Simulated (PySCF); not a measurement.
In(Me)(NH2)2 (CH7InN2), SMILES [CH3][In]([NH2])[NH2].

The structure is a stationary point at PBE-D3(BJ)/def2-SVP. The def2 effective core potentials stand for the cores of In; spin–orbit coupling is left out. Other conformers were not sampled.

Two levels are set side by side: TDA-PBE/def2-SVPD (PySCF) and TDA-ωB97X/def2-SVPD (PySCF). Vertical, same geometry. The lowest singlet is HOMO→LUMO 82 %, HOMO→LUMO+1 15 % with PBE and HOMO→LUMO 79 % with the other functional; states are paired by order. Differences are taken from unrounded values.

```json
[
 {"quantity": "lowest singlet excitation (eV)", "TDA-ωB97X": "5.33"},
 {"quantity": "lowest triplet excitation (TDA) (eV)", "TDA-ωB97X": "4.54"},
 {"quantity": "first bright state (f over 0.05) (eV)", "TDA-ωB97X": "5.33"},
 {"quantity": "its oscillator strength", "TDA-ωB97X": "0.06"}
]
```

**Question.** What does TDA-PBE give, and how far is it from TDA-ωB97X? (An estimate is asked for; the answer gives what the named calculation found.)

**Answer.** 
```tsv
quantity	TDA-PBE	TDA-PBE minus TDA-ωB97X
lowest singlet excitation (eV)	4.07	-1.26
lowest triplet excitation (TDA) (eV)	3.42	-1.12
first bright state (f over 0.05) (eV)	4.63	-0.70
its oscillator strength	0.08	0.02
```

A lower first singlet is the usual sign of a functional without exact exchange. Differences between two approximate levels are no errors against the true value.

Rough cost on one machine, each run with all the roots and properties that it gave: TDA-ωB97X against TDA-PBE about 4 times.
